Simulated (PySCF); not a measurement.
**Electron correlation in Ti⁺ (titanium, charge +1)**

[Ar] 3d2 4s1, high-spin 4F determinant. Computed with PySCF 2.14 in x2c-SVPall (5s3p3d1f, 36 functions), with the spin-free X2C one-electron Hamiltonian (Gaussian nucleus). Frozen: [Ar]; 3 electrons correlated.

MP2 pair energies summed by pair of shells (mhartree):

| pair | energy | share (%) |
| --- | --- | --- |
| 3d-4s | -2.98 | 51.3 |
| 3d-3d | -2.82 | 48.7 |

Total MP2 correlation energy: -5.80 mhartree.

Same-spin part -5.80 and opposite-spin part 0.00 mhartree; SCS-MP2 scales them by 1/3 and 6/5 to -1.93 mhartree.
